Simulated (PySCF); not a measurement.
# Electron correlation in C²⁺ (carbon, charge +2)

[He] 2s2, closed-shell 1S. All numbers are calculated (PySCF 2.14, the non-relativistic Hamiltonian (point nucleus), in def2-SVP). Frozen: 1s2; 2 electrons correlated.

Total MP2 correlation energy: -40.09 mhartree.

Same-spin part 0.00 and opposite-spin part -40.09 mhartree; SCS-MP2 scales them by 1/3 and 6/5 to -48.11 mhartree.

With two correlated electrons CCSD is exact within the correlated space (frozen core and kept virtual orbitals).

```csv
level,correlation energy (mhartree)
CCSD,-73.14
```

Diagnostics: T1 = 0.0091, D1 = 0.0129, largest double amplitude 0.163.

Q: Is a single reference adequate?

A: Not fully. A double-excitation amplitude exceeds 0.15, a sign of near-degeneracy.
